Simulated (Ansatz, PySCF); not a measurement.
Spin gap between two states, R1 and P1; the higher of the two is an excited state, each structure at its B3LYP-D3(BJ)/def2-TZVP stationary point, reached from a drawn start (curvature not checked).
R1, SiH2 (SMILES [SiH2]) (charge 0, multiplicity 1):
```xyz
3

Si     0.00000     0.00000     0.70868
H      0.00000     1.09100    -0.35439
H      0.00000    -1.09100    -0.35439
```
P1, SiH2 (SMILES [SiH2]) (charge 0, multiplicity 3):
```xyz
3

Si     0.00000     0.00000     0.50650
H      0.00000     1.27564    -0.25325
H      0.00000    -1.27564    -0.25325
```

P less R. No zero-point or thermal terms; singlets are restricted closed shells; open shells are unrestricted.

Run with Ansatz (Gaussian orbitals); PySCF for the D3/D4 terms. No computed number here is a measurement.

### Question
One of these levels gives 19.34 kcal/mol for the spin gap. Name it.
A. revPBE-D3(BJ)/def2-TZVPP
B. BHLYP/def2-TZVPP
C. r2SCAN/def2-TZVPP
D. HF/cc-pV(T+d)Z

### Answer
B, BHLYP/def2-TZVPP. The others give 4.15 (HF/cc-pV(T+d)Z), 15.59 (revPBE-D3(BJ)/def2-TZVPP), 10.77 (r2SCAN/def2-TZVPP)

Ansatz is a program for electronic structure.
